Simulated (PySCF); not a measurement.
NMR data simulated for an unnamed compound:

¹H NMR (400 MHz, computed): δ 3.95 (s, 6H), 1.52 (s, 1H).

¹³C{¹H} NMR (computed): δ 97.0 (CH), 83.8 (C), 53.0 (CH3).

[PySCF: structure optimised with GFN2-xTB; GIAO PBE0/pcSseg-1 shieldings; non-relativistic Hamiltonian; no solvent; a single conformation; equivalent nuclei averaged]

δ = σ(ref) − σ, references computed at the same level: TMS for ¹H (σ = 31.72 ppm), ¹³C (σ = 186.93 ppm).

Which of these does the molecule contain: an OH group, a C≡C triple bond, a methoxy group, a heteroaromatic ring?

Results:


- An OH group: no.
- A C≡C triple bond: yes (δC 97.0, 83.8; δH 1.52 (s)).
- A methoxy group: no.
- A heteroaromatic ring: no.

The data belong to SMILES O([Si](C#C)(F)OC)C, C$_{4}$H$_{7}$FO$_{2}$Si; they needn't prove each group on their own.

Carbon signals by region: 3 at 50–100 ppm.

Splittings by ¹⁹F in the carbon and heteronuclear signals aren't shown, as no couplings were computed. Shifts are as computed. Against solution values, carbons near 30 ppm lie about +3 ppm off and those near 130 ppm about +5 ppm. Of 1313 compounds with measured shifts, 239 miss one by over three times the rms of a fit or turn the order of signals round; such compounds aren't used in these exercises. Multiplicities follow the n + 1 count of equivalent neighbours, as no J values were calculated; m marks all less simple cases, F and P coupling included.
